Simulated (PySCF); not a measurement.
TeI2Me2, C₂H₆I₂Te.
Bonds: Te1–I2, Te1–I3, Te1–C4, Te1–C8. Hydrogens: H5, H6, H7 on C4; H9, H10, H11 on C8.

Method used: TDDFT B3LYP/def2-SVPD, vertical, gas phase, core orbitals frozen in the response, def2 core potentials past Kr (PySCF 2.14.0, density-fitted response routines). Geometry: PBE0-D3(BJ)/def2-SVP; no solvent, vibrations or thermal averaging. Spin–orbit coupling is left out.

```
state  E (eV)  E (hartree)       f  |μ| (D)  main configurations (H = HOMO, L = LUMO)
   S1    3.33       0.1222   0.018     1.20                    H→L (69%), H-4→L (30%)
   S2    3.44       0.1263  0.0005     0.20                               H-1→L (98%)
   S3    3.46       0.1270  0.0017     0.36                          H-3/H-2→L (≥96%)
   S4    3.46       0.1273  0.0014     0.32                          H-3/H-2→L (≥95%)
   S5    4.08       0.1500  0.0057     0.60                               H→L+1 (97%)
   S6    4.28       0.1573   0.145     2.99           H-3/H-2→L+1 (≥63%), H-4→L (18%)
   S7    4.36       0.1603  0.0004     0.15          H-3/H-2→L+1 (82%), H-1→L+1 (16%)
   S8    4.43       0.1628  0.0003     0.14          H-1→L+1 (77%), H-3/H-2→L+1 (21%)
   S9    4.49       0.1651   0.011     0.82                             H-4→L+1 (93%)
```

Triplets, Tamm–Dancoff:

```csv
state,E (eV),λ (nm),"main configurations (H = HOMO, L = LUMO)"
T1,2.68,463.3,H→L (92%)
T2,3.12,396.8,H-1→L (95%)
T3,3.14,395.3,H-3/H-2→L (≥95%)
T4,3.14,394.7,H-3/H-2→L (≥96%)
```

The lowest singlet comes at 373 nm (321 kJ/mol) in the ultraviolet; it is weak; its leading configuration is HOMO→LUMO (69%). The strongest level in the table is S6 at 4.28 eV (290 nm, f = 0.145). S3/S4 lie within about 0.01 eV of each other. Löwdin shares by element: HOMO iodine 87%, tellurium 11%; LUMO iodine 60%, tellurium 35%. The listed states span 1.17 eV, and the widest gap between neighbours is 0.62 eV (S4 to S5). Orbital energies (eV): HOMO-3 -7.08, HOMO-2 -7.07, HOMO-1 -7.05, HOMO -6.76, LUMO -2.74, LUMO+1 -1.86, LUMO+2 -1.12. Weighted by f, the mean energy of these states is 4.18 eV. No computed singlet lies in the visible range (380 to 750 nm); the lowest, at 373 nm, stands 0.06 eV above its violet end (3.26 eV); a Tamm–Dancoff triplet lies at 463 nm, without intensity as long as spin–orbit coupling is left out. All these states lie below the vertical ionisation energy of 8.55 eV (ΔSCF). Orbitals of the list HOMO-3 to LUMO+2 that lie within 0.01 eV of each other are written together with a slash and their weights summed (≥ marks a lower bound); for degenerate orbitals outside that list single weights are arbitrary. The window holds the lowest 10 singlets. The highest level found (4.80 eV, f 0.0033 so far) is left out, since the window may have cut off a degenerate partner.

Time: 5.1 min (grids of density and orbitals included); peak memory 1.1 GiB. Hardware: an Arm Neoverse V1 with one thread, no GPU, on a shared host.
